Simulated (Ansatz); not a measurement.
Ideal-gas functions of BFH₃NSi (`FB1N[SiH2]1`) at 500 K and 1 bar, from an Ansatz frequency run at PBE0-D4/def2-TZVP.

Molar mass 74.93 g/mol, point group Cs (symmetry number 1), electronic degeneracy 1, moments of inertia 28.106, 132.79, 155.001 u Å². Harmonic wavenumbers (cm⁻¹, unscaled): 294, 339, 575, 582, 627, 667, 677, 745, 965, 1004, 1142, 1573, 2216, 2223, 3598.

Use S(trans) = R[1.5 ln M + 2.5 ln T − 1.1517]; rotational temperatures θ = 24.2544 K / I; S(rot) = R[ln(√π/σ · √(T³/θAθBθC)) + 1.5]; for each mode x = 1.438777 ν̃/T, S = R[x/(eˣ − 1) − ln(1 − e⁻ˣ)] and H = RT x/(eˣ − 1); 1 cm⁻¹ = 0.0119627 kJ/mol; R = 8.31446 J/(mol·K).

By hand: the entropy, in J/(mol·K).

Translation 173.4. Rotation: θ = 0.863, 0.1827, 0.1565 K, giving 110.1. Vibration, mode by mode: 9.95, 8.84, 5.02, 4.94, 4.45, 4.06, 3.97, 3.40, 2.07, 1.89, 1.38, 0.50, 0.10, 0.10, 0.00, in all 50.7. Electronic 0.0. Sum 334.2 J/(mol·K).

By hand: H − E and G − E in kJ/mol, counted from the electronic energy.

Zero-point energy ½ × 17227 × 0.0119627 = 103.0; thermal vibration 16.0; translation, rotation and pV give 4 RT = 16.6. H − E = 135.6 kJ/mol, and G − E = 135.6 − 500 × 334.2/1000 = -31.5 kJ/mol.

Vibration gives 15 % of the entropy.
